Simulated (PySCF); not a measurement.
Identify the unknown among the candidates.

All candidates are C8H14.

| technique | computed result |
| --- | --- |
| Dipole | 0.12 D [PBE0/pcSseg-1] |
| 13C NMR | chemical shifts (computed TMS as zero) by class: 49.0 (2 C), 42.7 (1 C), 39.7 (2 C), 31.7 (2 C), 15.2 (1 C) ppm [GIAO PBE0/pcSseg-1] |
| 1H NMR | chemical shifts (computed TMS as zero) by class: 2.01 (4 H), 1.91 (2 H), 1.80 (4 H), 1.54 (4 H) ppm [GIAO PBE0/pcSseg-1] |
| Rotational structure | rotational constants A, B, C: 4.216, 1.532, 1.427 GHz [GFN2-xTB] |

Gas-phase values; electronic properties from PySCF, density fitting. Levels stand in brackets. Isolated species at its GFN2-xTB geometry (one conformer only). NMR values are class means; diastereotopic atoms form classes of their own.

Question: Which candidate is it?
A. `C1CCC2(C1)CCC2`
B. `C1CC2CCC1CC2`
C. `C=C(CCC)C1CC1`
D. `C=C1CCC[C@H](C)C1`

Answer: A. It is `C1CCC2(C1)CCC2`. Numbering: `[CH2:1]1[CH2:2][CH2:3][C:4]2([CH2:5]1)[CH2:6][CH2:7][CH2:8]2`. Its formula, C8H14, gives 2 degrees of unsaturation: 2 rings and 0 π bonds in the structure found. 8 carbons fall into 5 classes; from least to most shielded: ring CH2 carbon [C3/C5] (49.0 ppm, 2 C), sp3 carbon at a ring junction [C4] (42.7 ppm), four-membered-ring carbon [C6/C8] (39.7 ppm, 2 C), ring CH2 carbon [C1/C2] (31.7 ppm, 2 C), four-membered-ring carbon [C7] (15.2 ppm). Hydrogen classes from least to most shielded: 4 H on 2 four-membered-ring carbons, C6/C8 (2.01 ppm), 2 H on a four-membered-ring carbon, C7 (1.91 ppm), 4 H on 2 ring CH2 carbons, C3/C5 (1.80 ppm), 4 H on 2 ring CH2 carbons, C1/C2 (1.54 ppm). The optimised geometry has point group C1 and is an asymmetric top.

The others, at the same levels:
- `C=C1CCC[C@H](C)C1` fails: it has 8 carbon classes against 5; its computed 13C shifts are 158.5 (1 C), 112.8 (1 C), 48.2 (1 C), 39.8 (1 C), 39.6 (1 C), 38.9 (1 C), 32.7 (1 C), 25.3 (1 C) ppm, 1H shifts are 4.96 (1 H), 4.96 (1 H), 2.29 (1 H), 2.24 (1 H), 1.98 (1 H), 1.88 (1 H), 1.74 (1 H), 1.65 (1 H), 1.36 (1 H), 1.28 (1 H), 1.01 (3 H), 0.93 (1 H) ppm and rotational constant A is 3.077 GHz (against 4.216 GHz).
- `C1CC2CCC1CC2` fails: it has 2 carbon classes against 5; its computed 13C shifts are 28.9 (6 C), 26.7 (2 C) ppm, 1H shifts are 1.56 (12 H), 1.37 (2 H) ppm and rotational constant A is 2.464 GHz (against 4.216 GHz).
- `C=C(CCC)C1CC1` fails: it has 7 carbon classes against 5; its computed 13C shifts are 161.6 (1 C), 118.9 (1 C), 46.4 (1 C), 27.5 (1 C), 18.7 (1 C), 17.6 (1 C), 6.8 (2 C) ppm, 1H shifts are 5.26 (1 H), 5.15 (1 H), 2.07 (2 H), 1.54 (2 H), 1.53 (1 H), 1.09 (3 H), 0.58 (2 H), 0.29 (2 H) ppm and rotational constant A is 3.556 GHz (against 4.216 GHz).

Each candidate is one conformer, not necessarily the lowest. Dipoles, sizes and rotational constants follow the conformer. The torsions of the flexible species, by atom-mapped SMILES:
- `[CH2:1]=[C:2]([CH2:3][CH2:4][CH3:5])[CH:6]1[CH2:7][CH2:8]1`: C1–C2–C3–C4 114°, C2–C3–C4–C5 -178°, C1–C2–C6–C7 42°

The conformers of `C1CCC2(C1)CCC2`, `C=C1CCC[C@H](C)C1` and `C1CC2CCC1CC2` aren't listed.
